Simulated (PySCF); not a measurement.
**`FC1=C([SiH3])[PH2+]1`, [C$_{2}$H$_{5}$FPSi]+, charge +1**

Geometry:
```tsv
atom	x (Å)	y (Å)	z (Å)
F1	-1.623	-2.348	-0.292
C2	-1.029	-1.237	-0.139
C3	-0.142	-0.343	-0.038
Si4	1.749	0.165	-0.102
P5	-1.943	0.500	0.222
H6	1.784	1.279	0.839
H7	1.878	0.543	-1.504
H8	2.381	-1.074	0.327
H9	-1.460	1.070	1.394
H10	-1.586	1.449	-0.729
```

Total charge +1.

The calculation used PySCF 2.14.0, GIAO B97-D/6-31++G** magnetisability, rotational g tensor and spin-rotation constants, non-relativistic, gas phase. Geometry: GFN2-xTB.

For an ion the centre-of-mass motion in the field is neglected.

Problem. What are the magnetisability and the molar susceptibility?

Solution. Isotropic -959 × 10⁻³⁰ J/T², or -57.7 × 10⁻⁶ cm³/mol; principal values -1045, -930, -900 × 10⁻³⁰ J/T², anisotropy 133 × 10⁻³⁰ J/T² (root of half the summed squared differences of the principal values). The susceptibility is in cgs units.

Problem. Split it along the inertial axes a, b, c into diamagnetic and paramagnetic parts about the centre of mass, with the quadrupole moment.

Solution. 
| axis | χ (10⁻⁶ cm³/mol) | diamagnetic (10⁻⁶ cm³/mol) | paramagnetic (10⁻⁶ cm³/mol) | summed x² of all electrons (Å²) | quadrupole Θ (D Å) |
| --- | --- | --- | --- | --- | --- |
| a | -54.8 | -343.6 | 288.8 | 148.5 | +9.40 |
| b | -55.4 | -687.9 | 632.4 | 67.4 | +0.54 |
| c | -63.0 | -915.9 | 853.0 | 13.6 | -9.94 |

Anisotropies 2χaa − χbb − χcc = +8.8 and 2χbb − χaa − χcc = +6.9 × 10⁻⁶ cm³/mol. Θ is traceless in Buckingham's convention.

Problem. And the rotational g tensor?

Solution. 
| axis | rotational constant (GHz) | g | nuclear part | electronic part |
| --- | --- | --- | --- | --- |
| a | 4.1918 | -0.0174 | 0.5513 | -0.5687 |
| b | 1.8395 | -0.0026 | 0.5440 | -0.5465 |
| c | 1.3146 | +0.0066 | 0.5334 | -0.5268 |

Asymmetric top; isotopes 12C, 19F, 1H, 31P, 28Si; no vibrational averaging.
